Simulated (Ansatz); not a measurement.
## 1,2-elimination

Start structure (AlNH₄SO, singlet), relaxed at PBE0-D4/def2-TZVP:

Al1  (-0.341, 0.139, -0.057)
N2  (1.313, 0.241, 0.529)
S3  (-1.121, -1.654, -1.034)
H4  (0.041, -2.318, -0.915)
O5  (-1.340, 1.487, 0.155)
H6  (1.693, 1.056, 0.982)
H7  (2.006, -0.484, 0.465)
H8  (-2.251, 1.533, -0.125)
(Å)

The step: AlNH₄SO ([NH2][Al]([OH])[SH]) → AlHSO ([OH][Al][S]) + NH₃ (still joined by a long Al–N bond); bonds formed: N2–H4; bonds broken: S3–H4; bonds weakened to dative contacts: Al1–N2. Computed with Ansatz 0.2.0 (basis: def2-TZVPP and def2-QZVPP); correlated methods freeze the cores. Extrapolation: Hartree–Fock as exp(−7.88 √X), correlation as X^−2.97. Energies below are by CCSD(T) at an estimated basis limit (MP2 extrapolated from triple and quadruple zeta, plus CCSD(T) − MP2 in triple zeta).

(1) What are the electronic barrier and the energy of the step, from the start structure to the end structure? (An estimate is asked for; the value comes from the calculation.)

The T1 diagnostic stays at or below 0.015.

Answers

(1) By the calculation: Barrier 1.416 eV; step energy 0.577 eV (uphill); reverse barrier, their difference, 0.839 eV. Barrier and step energy count from the start structure, the reverse barrier from the end structure.

The saddle point: One imaginary mode of 1300i cm⁻¹.
```json
{"pair": "N2–H4", "start (Å)": "3.20", "saddle (Å)": "1.38", "end (Å)": "1.02"}
{"pair": "Al1–N2", "start (Å)": "1.76", "saddle (Å)": "1.88", "end (Å)": "2.01"}
{"pair": "S3–H4", "start (Å)": "1.34", "saddle (Å)": "1.68", "end (Å)": "3.22"}
```

Zero-point energy (harmonic, PBE0-D4): ZPE is 1.325 eV at the start and 1.302 eV at the saddle, so the barrier goes from 1.416 to 1.393 eV.

First-order rate constant out of the start structure at 498 K by transition-state theory, with harmonic vibrational free energies alone and no tunnelling: ΔA‡ = 1.479 eV, so k = (kB T/h) exp(−ΔA‡/kB T) ≈ 10^-2 s⁻¹ (an order of magnitude at best: rotation, the number of equivalent paths and anharmonicity are left out).

Labels in which every atom is bracketed show which atoms are joined, not bond orders.

For scale, one of the runs: CCSD(T)/def2-TZVPP, 202 basis functions, launched by `ansatz run in.yaml --threads 4 --pin off --events-out ev --progress --plain --max-ram 9574MiB`. Hardware: 4 CPU threads of an Arm Neoverse V1, shared host. Wall time 40 s; peak host memory 2.4 GiB.
